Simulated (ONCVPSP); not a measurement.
# What the settings do to the ONCV potential of phosphorus

Base potential:

phosphorus (P), optimised norm-conserving Vanderbilt (ONCV), made with ONCVPSP 4.0.1 (PBE, scalar-relativistic). Core [Ne], reference 3s2 3p3. Waves: 3s: rc 1.65 bohr, ncon 4, nbas 8, qcut 4.1 1/bohr, 2 projectors, debl 3.2 Ha; 3p: rc 1.95 bohr, ncon 4, nbas 8, qcut 4.9 1/bohr, 2 projectors, debl 2.5 Ha; d scattering state at 0.42 Ha: rc 1.75 bohr, ncon 4, nbas 9, qcut 5.9 1/bohr, 1 projector. Local part: polynomial inside 1.60 bohr (lpopt 1, dvloc0 2 Ha). Core correction: none.

All-electron outer shells of the reference configuration (PBE, scalar-relativistic, ld1.x):

```csv
shell,level (eV),outermost node (bohr),outermost maximum (bohr)
2s,-173.99,0.14,0.42
2p,-124.49,–,0.36
3s,-13.97,0.65,1.58
3p,-5.51,0.64,1.83
```

Cutoffs, loose and tight: the cutoffs (Ha) at which the residual kinetic energy of the hardest occupied pseudo-wave falls to 1 and 0.1 mHa per electron. They do not see the model core or the augmentation charge, which bear on the density cutoff. Test errors are all-electron minus pseudo excitation energies from the reference, over the configurations 3s2 3p2; 3s2 3p1; 3s2 3p0; 3s1 3p0. A dash means not determined; rows that change the core or the reference have their own tests.

| change | outcome | cutoff, loose | cutoff, tight | bound ghosts | GHOST(+) flags above zero | largest test error (meV) |
| --- | --- | --- | --- | --- | --- | --- |
| base | generated | 11 Ha | 54 Ha | none | none | +167 |
| s: qcut 2.5 | generated | 54 Ha | 65 Ha | none | none | +160 |
| s: qcut 3.6 | generated | 28 Ha | 60 Ha | none | none | +167 |
| s: qcut 4.6 | generated | 9.6 Ha | 29 Ha | none | none | +169 |
| s: qcut 4.9 | generated | 10.0 Ha | 16 Ha | none | none | +171 |

Task: What comes out with this change to the base: s: qcut 6?

Result: outcome: generated; cutoff, loose: 11 Ha; cutoff, tight: 14 Ha; bound ghosts: none; GHOST(+) flags above zero: none; largest test error (meV): +174.

Task: What comes out with this change to the base: s: qcut 3.2?

Result: outcome: generated; cutoff, loose: 47 Ha; cutoff, tight: 63 Ha; bound ghosts: none; GHOST(+) flags above zero: none; largest test error (meV): +165.

Task: What comes out with this change to the base: s: qcut 5.4?

Result: outcome: generated; cutoff, loose: 11 Ha; cutoff, tight: 13 Ha; bound ghosts: none; GHOST(+) flags above zero: none; largest test error (meV): +173.

Reading the sweep of the qcut of the s channel (base included, trends over the rows without a ghost): The loose cutoff is not monotonic: lowest 9.6 Ha at 4.6 1/bohr, highest 54 Ha at 2.5 1/bohr. The median size of the test errors (rows with all tests solved) falls from 31.0 meV at 2.5 to 8.2 meV at 6 1/bohr.
